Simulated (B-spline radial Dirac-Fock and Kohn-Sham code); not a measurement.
Ba: input and output of one calculation

ΔSCF core binding energies without Breit or QED terms, calculated with a B-spline atomic structure program. Keys: rel is the Hamiltonian (dirac, or spin-free x2c and nr, where L3 and M5 stand for the whole 2p and 3d shells), method is hf or an exchange,correlation pair (spin-unpolarised, also for the hole states), nuc the nuclear model, radius_factor scales its radius, rmax is the box in bohr, h the logarithmic mesh step, order the B-spline order, points the quadrature points per cell, c_factor scales the speed of light, and damp, ndamp, maxit and tol steer the iteration. The run stops when the commutator error falls below 10·tol·max(1, Z/10), or the numerical noise floor, and the energy has settled to about 1e-8 Ha; the virial ratio is −V/T.

Input (task.json):

```json
{"items": [{"Z": 56, "q": 0, "cfg": [[1, 0, 2], [2, 0, 2], [2, 1, 6], [3, 0, 2], [3, 1, 6], [3, 2, 10], [4, 0, 2], [4, 1, 6], [4, 2, 10], [5, 0, 2], [5, 1, 6], [6, 0, 2]], "A": 138, "rrms": 4.8378, "do": "settings", "holes": ["K", "L3", "M5"],
  "settings": [{"rel": "dirac", "method": "hf", "nuc": "fermi", "radius_factor": 1.0, "rmax": 45.0, "h": 0.3, "order": 8, "points": 10, "c_factor": 1.0, "maxit": 60, "damp": 0.8, "ndamp": 3, "tol": 1e-08}]}]}
```

Command: `python xray2_run.py task.json out`

Ground-state iterations:

```
iter   energy (Ha)        error
   1    -8130.79870287  1.92e+00
   2    -8134.32748349  2.66e-01
   3    -8135.00031439  1.85e-01
   4    -8135.32746310  1.29e-01
   5    -8135.57498991  6.94e-02
   6    -8135.64935210  3.23e-03
   7    -8135.65002184  1.25e-03
   8    -8135.65009751  2.93e-04
   9    -8135.65010317  5.21e-05
  10    -8135.65010337  1.12e-05
  11    -8135.65010338  1.79e-06
  12    -8135.65010338  1.96e-07
```

The ground state converged in 12 iterations, with total energy -8135.65010 Ha, virial ratio 1.93681 and highest orbital energy -4.44 eV. ΔSCF binding energies: K (1s) 37586.0 eV, L3 (2p3/2) 5266.4 eV, M5 (3d5/2) 789.9 eV.
